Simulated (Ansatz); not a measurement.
`[CH3][Mg][Br]`, charge 0, multiplicity 1.

Question: Give a relaxed structure at PBE0-D4/def2-TZVP (Ansatz). (Best estimate.)

Answer: Computed: 
Cartesian coordinates in Å:
```
C 0.7178 -0.1491 -0.4876
Mg -0.9677 0.2009 0.6571
Br -2.8798 0.5980 1.9561
H 0.4947 -0.0857 -1.5564
H 1.1304 -1.1438 -0.2966
H 1.5046 0.5796 -0.2726
```
Point group C3v.
